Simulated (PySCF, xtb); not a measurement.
Sb(Br)2(OH) (Br₂HOSb), SMILES [OH][Sb]([Br])[Br].

GFN2-xTB (xtb) at its own geometry gives an orbital gap of 4.16 eV and a dipole moment of 6.03 D.

Geometry optimised at PBE0-D3(BJ)/def2-SVP. The structure was generated by enumeration; whether it is a known compound was not checked. The def2 effective core potentials stand for the cores of Sb; spin–orbit coupling is left out. The values are those of a single conformer.

### Question
What does PySCF with PBE/def2-TZVP give? (An estimate is asked for; the answer gives what the named calculation found.)

### Answer
gap 4.36 eV (levels -7.10 and -2.74 eV), dipole 1.23 D.
